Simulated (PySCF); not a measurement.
## Calculated properties of `C=CCc1ccn(C)[n+]1C`

C8H13N2 (charge +1).
Numbering: `[CH2:1]=[CH:2][CH2:3][c:4]1[cH:5][cH:6][n:7]([CH3:8])[n+:9]1[CH3:10]` (hydrogens: H11, H12 on C1; H13 on C2; H14, H15 on C3; H16 on C5; H17 on C6; H18, H19, H20 on C8; H21, H22, H23 on C10)

GFN2-xTB geometry:

* Point group of the GFN2-xTB geometry: C1
* Rotational constants A, B, C of the GFN2-xTB geometry: 2.619, 0.925, 0.735 GHz

PBE0/pcSseg-1 ground state and GIAO shieldings, non-relativistic (PySCF):

* HOMO energy: -11.27 eV
* LUMO energy: -5.19 eV
* HOMO–LUMO gap: 6.08 eV
* Lowest Hirshfeld atomic charge: -0.07 e on C1
* Highest Hirshfeld atomic charge: +0.10 e on H17
* 13C chemical shifts (computed TMS as zero) by class: 159.0 (C4), 143.7 (C6), 137.0 (C2), 133.5 (C1), 116.7 (C5), 36.7 (C3), 36.1 (C8), 32.6 (C10) ppm
* 1H chemical shifts (computed TMS as zero) by class: 7.93 (H17), 6.92 (H16), 6.19 (H12), 6.17 (H11), 5.89 (H13), 4.13 (H18/H19/H20), 4.08 (H21/H22/H23), 3.93 (H14/H15) ppm
* Isotropic shieldings of nuclei other than C and H, by class: 50 (N9), 52 (N7) ppm
* Mayer bond orders between heavy atoms: C1–C2 1.97, C2–C3 1.00, C3–C4 1.05, C4–C5 1.33, C5–C6 1.43, C6–N7 1.23, N7–C8 0.91, N7–N9 1.13, N9–C10 0.92, N9–C4 1.11

Monoisotopic mass of the ion (most abundant isotopes, electron mass counted): 137.1073 u.

The rotational constants make it an asymmetric top with κ = (2B − A − C)/(A − C) = -0.80, nearer the prolate limit (−1). With B = h/(8π²I), that is 505.379 GHz u Å² over I, the principal moments of inertia are 193.0, 546.1 and 687.6 u Å² (most abundant isotopes); the inertial defect Ic − Ia − Ib is -51.5 u Å² (zero for a rigid planar frame, negative otherwise).

The structure is a single GFN2-xTB conformer in the gas phase; no vibrational or solvent corrections. NMR classes are plain means over equivalent atoms (diastereotopic ones count apart unless rotation or inversion swaps them), as if these changed places fast; in this geometry the members of some classes differ.

The values belong to the conformer `[CH2:1]=[CH:2][CH2:3][c:4]1[cH:5][cH:6][n:7]([CH3:8])[n+:9]1[CH3:10]`: C1–C2–C3–C4 -130°, C2–C3–C4–C5 -109°.
